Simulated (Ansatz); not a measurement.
[SnBr3]- (SnBr3⁻), relaxed as a singlet with RKS B3LYP-D4/def2-SVPD in Ansatz, starting from the GFN2-xTB geometry. Force threshold 0.02 eV/Å.

In the def2 sets Sn takes a core potential; there is no spin–orbit coupling.

Start:

```xyz
4

Sn    0.2787   -0.7738    0.3544
Br   -0.8012    0.9821    2.0188
Br   -1.5858   -0.9231   -1.5213
Br    2.1083    0.7149   -0.8519
```

Question: Estimate the energy that the relaxation releases and the steps that it takes.

Answer: 0.04 eV, in 3 steps; 12 s on 4 threads of Arm Neoverse V1 on a shared host. No frequencies were taken in this run, so the end may be a saddle point.

Question: Does the start keep its bonding and symmetry?

Answer: By distances, no bond broke or formed. The bond that changes most is Sn1–Br3, from 2.65 to 2.70 Å (atoms count from 1). Point group C3v at the start, C3v at the end, both within 0.05 Å.

Question: Predict the relaxed structure.

Answer: 
```
atom    x (Å)    y (Å)    z (Å)
 Sn1   0.3033  -0.8416   0.3856
 Br2  -0.8100   1.0052   2.0102
 Br3  -1.5953  -0.9014  -1.5329
 Br4   2.1020   0.7379  -0.8629
```
Bond lengths: 3 × Br–Sn 2.70 Å.
